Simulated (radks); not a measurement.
Results of a calculation; reference values are marked as such.
Fractional charge and spin in the 5d shell of platinum: the spin-up occupation runs from 4 to 5 and the spin-down occupation from 3 to 4; the fullest corner is Pt, [Xe] 4f14 6s(up 0.5, down 0.5) 5d(up 5, down 4). Level of theory: scalar-relativistic Kohn-Sham, r2SCAN, spin-polarised, spherical densities, finite nucleus; meta-GGA in the generalised Kohn-Sham scheme; Fermi nuclear charge, rms radius of each element as measured or else 0.836 A^(1/3) + 0.57 fm (a radial shooting solver on a logarithmic mesh with Libxc functionals). Energy (eV) above the fullest corner. The planes named below are the two flat planes that join the four corners, with an edge along up + down = one added electron.

down \ up       4    4.25     4.5    4.75       5
3          33.935  27.031  20.874  15.446  10.725
3.25       27.250  21.143  15.762  11.087   7.098
3.5        21.304  15.972  11.346   7.402   4.118
3.75       16.078  11.500   7.604   4.366   1.761
4          11.552   7.705   4.515   1.956   0.000

Corners above the fullest one (they belong to Pt+ and the next ion): (up 5, down 3) 10.725 eV, (up 4, down 4) 11.552 eV, (up 4, down 3) 33.935 eV. With half an added electron in each spin the energy lies 0.207 eV from the planes, and with half an added electron in spin up alone -1.456 eV. The planes are only a guide here: the flat-plane condition holds for ground states with one frontier orbital, while this shell lies below other occupied shells, so the corners above the fullest one are inner-hole states and not the ground states of those ions.
